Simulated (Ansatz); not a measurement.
`CC(=O)C=C(C)C` + CH₃SH → `CS/C(C)=C/C(C)=O` + CH₄  (substitution at a C–C bond)

Gas-phase electronic energies from Ansatz, PBE0-D4/def2-TZVP geometries. CCSD(T)/CBS adds triple-zeta CCSD(T) − MP2 to the extrapolated MP2 energy (def2 sets, frozen cores). This one scheme is used for every species. DFT in def2-TZVPP. One conformer a species, not always the lowest.

`CC(=O)C=C(C)C`:

Z-matrix (Å, degrees):
```
C
C 1 1.509
H 1 1.094 2 110.1
H 1 1.088 2 109.9 3 121.1
H 1 1.094 2 110.2 3 -117.6
O 2 1.214 1 120.6 3 -120.5
C 2 1.476 1 114.5 3 59.4
C 7 1.343 2 127.9 1 177.6
H 7 1.087 2 114.7 1 -1.9
C 8 1.491 7 125.1 2 0.2
C 8 1.494 7 119.9 2 -179.8
H 10 1.085 8 112.4 7 -3.6
H 10 1.096 8 109.4 7 117.8
H 10 1.095 8 109.6 7 -126.3
H 11 1.095 8 110.3 7 120.4
H 11 1.095 8 110.3 7 -122.5
H 11 1.090 8 112.4 7 -1.0
```

CH₃SH:

Cartesian coordinates in Å:
```
C 0.317 0.129 -0.352
S -0.598 0.346 1.190
H 0.969 -0.742 -0.311
H 0.935 1.020 -0.466
H -0.352 0.060 -1.208
H -1.272 -0.813 1.147
```

`CS/C(C)=C/C(C)=O`:

Z-matrix (Å, degrees):
```
C
S 1 1.789
H 1 1.090 2 106.0
H 1 1.091 2 111.2 3 118.4
H 1 1.091 2 111.2 3 -118.4
C 2 1.731 1 104.6 3 180.0
C 6 1.350 2 124.0 1 0.1
C 6 1.496 2 111.2 1 -179.9
C 7 1.464 6 124.3 2 180.0
H 7 1.083 6 119.8 2 -0.0
H 8 1.091 6 110.3 2 121.4
H 8 1.091 6 110.3 2 -121.8
H 8 1.092 6 111.1 2 -0.2
C 9 1.510 7 115.1 6 -179.8
O 9 1.217 7 124.1 6 0.2
H 14 1.088 9 109.8 7 179.9
H 14 1.094 9 110.3 7 -59.2
H 14 1.094 9 110.3 7 58.9
```

CH₄:

Cartesian coordinates in Å:
```
C 0.000 0.000 0.000
H 0.114 -0.888 0.622
H -0.766 0.647 0.427
H -0.295 -0.296 -1.006
H 0.947 0.538 -0.042
```

| species | PBE energy (Eh) |
| --- | --- |
| `CC(=O)C=C(C)C` | -309.58888 |
| CH₃SH | -438.49541 |
| `CS/C(C)=C/C(C)=O` | -707.63072 |
| CH₄ | -40.46430 |

**Question.** Work out ΔE.

**Answer.** ΔE = (-707.63072) + (-40.46430) − (-309.58888) − (-438.49541) = -0.01073 Eh = -6.7 kcal/mol. CCSD(T)/CBS gives -5.0 kcal/mol.

Largest T1 diagnostic among the species: 0.014.

From PBE to PBE0 (25 % exact exchange), in def2-TZVPP and without D4, ΔE moves by +1.6 kcal/mol. In def2-TZVPP, CCSD(T) changes the Hartree–Fock value by −5.1 kcal/mol (the triples alone add −1.5 kcal/mol) and MP2 by −7.6 kcal/mol.
